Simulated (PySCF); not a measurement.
C₄H₃F₂NS.
Bonds: F1–C2, C2–F3, C2–C4, C4–C5 (aromatic), C5–S6 (aromatic), S6–C7 (aromatic), C7–N8 (aromatic), C4–N8 (aromatic). Hydrogens: H9 on C2; H10 on C5; H11 on C7.

Computed geometry: GFN2-xTB, gas phase.

(1) Give the optimised bond lengths and angles.

Answers

(1) 
```tsv
bond	length (Å)	order
F1–C2, C2–F3	1.358	single
C2–C4	1.495	single
C4–C5	1.365	aromatic
C5–S6	1.711	aromatic
S6–C7	1.736	aromatic
C7–N8	1.281	aromatic
C4–N8	1.356	aromatic
C2–H9	1.099	single
C5–H10	1.071	single
C7–H11	1.071	single
```

Bonds in one row agree within 0.01 Å and their mean is given. Orders are formal, as drawn. A selection of angles:
```tsv
angle	degrees
F1–C2–F3	105.6
F1–C2–C4	111.2
C2–C4–C5	125.6
C2–C4–N8	119.4
C5–C4–N8	115.0
C4–C5–S6	110.2
C5–S6–C7	88.3
S6–C7–N8	115.1
C4–N8–C7	111.4
```

Dihedral angles: F1–C2–C4–C5 59° (synclinal).

The C–C distances run from 1.365 Å (C4–C5, aromatic) to 1.495 Å (C2–C4, drawn single), a spread of 0.130 Å. The 5-membered ring C4–C5–S6–C7–N8 has internal angles of 88.3° to 115.1°; it is planar, 0.00 Å rms from its mean plane, widest ring torsion 0°. The 2 C–S bonds span 1.711 Å (C5–S6, aromatic) to 1.736 Å (S6–C7, aromatic), a spread of 0.025 Å. N8 (pyridine-type nitrogen) is bent (angle 111.4°). The 2 C–N bonds span 1.281 Å (C7–N8, aromatic) to 1.356 Å (C4–N8, aromatic), a spread of 0.075 Å.

Point group: Cs (every atom within 0.08 Å of its image). No GFN2-xTB frequencies stand behind this structure, so it isn't proved a minimum. The numbers are those of one conformer.
